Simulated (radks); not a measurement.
The lithium ion Li2+, configuration 1s1.

Calculated with a radial shooting solver on a logarithmic mesh with Libxc functionals: Dirac Kohn-Sham, Slater X-alpha with alpha = 0.791, spin-unpolarised, spherical densities, finite nucleus; Fermi nuclear charge, rms radius 2.444 fm.

Energy parts (hartree):
| part | energy |
|---|---|
| total | -4.32276 |
| kinetic | 4.32378 |
| electron-nucleus | -8.82181 |
| Hartree | 0.91457 |
| exchange | -0.73929 |

Orbitals (lengths in bohr, moments of r in powers of bohr; <r^-3> diverges for s and p1/2):
orbital,occ.,eigenvalue (hartree),<r>,<r^2>,<1/r>,<r^-3>
1s1/2,1,-3.65462,0.5139,0.3543,2.941,-

The highest occupied level is 1s1/2 at -99.447 eV. For comparison, the ionisation energy in NIST's Atomic Spectra Database is 122.45 eV (theoretical). In exact Kohn-Sham theory the highest level is minus the ionisation energy, but local and semilocal functionals leave it too shallow, through self-interaction and a potential that decays too fast; potentials with the right tail come closer. Summed over all electrons, <r^2> = 0.3543 bohr^2, which gives a Langevin (diamagnetic) susceptibility term of -0.281 x 10^-6 cm^3/mol. The electron density at the nucleus is 8.323 e/bohr^3.

Beside tabulated values, note that spin-unpolarised runs miss the spin-polarisation part of the exchange energy of open shells.
